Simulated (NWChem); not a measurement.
HfO2 in NWChem

SMILES: [O]=[Hf]=[O]
```xyz
3

Hf     0.0000     0.0000    -0.1978
O     -1.4322     0.0000     0.8900
O      1.4322     0.0000     0.8900
```
Charge 0, spin multiplicity 1.

All runs are NWChem calculations. Structure: optimised with PBE/def2-SVP with def2 effective core potentials on Hf, a minimum by its harmonic frequencies.

Symmetry labels belong to the abelian group C2v used in the runs, with the axes of the coordinates shown.

Effective core potentials replace the inner electrons of Hf; spin-orbit coupling is left out. The structure started from a generated list of species.

**Question.** List the lowest 3 singlet excitations that TD-PBE/def2-SVPD with def2 effective core potentials on Hf gives, with oscillator strengths.

**Answer.** 
```
state  symmetry  energy (eV)  wavelength (nm)      f
-----  --------  -----------  ---------------  -----
1            b1         1.23             1004  0.001
2            a1         2.50              497  0.017
3            b2         2.56              485  0.005
```
